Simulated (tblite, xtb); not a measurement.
C₄H₆, charge +1, doublet, geometry from GFN2-xTB (a state made from the parent by changing its charge; the spin is typed, not shown lowest). Base run: GFN1-xTB run with xtb.

Geometry (Å):
```xyz
10

C      1.7167     0.2339    -0.6542
C      0.6827    -0.1400     0.1435
C     -0.6827     0.1400    -0.1435
C     -1.7167    -0.2339     0.6542
H      1.6097     0.9666    -1.4437
H      2.7029    -0.1939    -0.5293
H      0.8886    -0.6891     1.0588
H     -0.8886     0.6891    -1.0588
H     -2.7029     0.1939     0.5293
H     -1.6097    -0.9666     1.4437
```
Charge +1, spin multiplicity 2.
All else is at xtb's defaults.
Base energy -11.08209 Eh.

Programs used: tblite, xtb; a row that names a program was run with it.

Each row names what was changed in the base input (with any setting that the change needs).

```
change                                                     ΔE vs base (kcal/mol)  G_solv (kcal/mol)  SCF cycles
---------------------------------------------------------  ---------------------  -----------------  ----------
base                                                                       0.000                  -           9
alpb = methanol                                                           -52.49             -52.59           9
etemp = 3000                                                               -0.89                  -          10
gbsa = toluene                                                            -47.43             -47.45           9
alpb = water                                                              -49.90             -50.10           9
program = tblite; method = gfn1; option = (--guess, eeq)                   0.000                  -           -
alpb = dmso                                                               -51.84             -51.93           9
etemp = 10000                                                             -31.21                  -           8
program = tblite; method = gfn1; option = (--alpb, water)                 -50.88                  -           -
```

ALPB and GBSA are two models with their own fitted parameters for each solvent, which aren't always the measured dielectric constant.
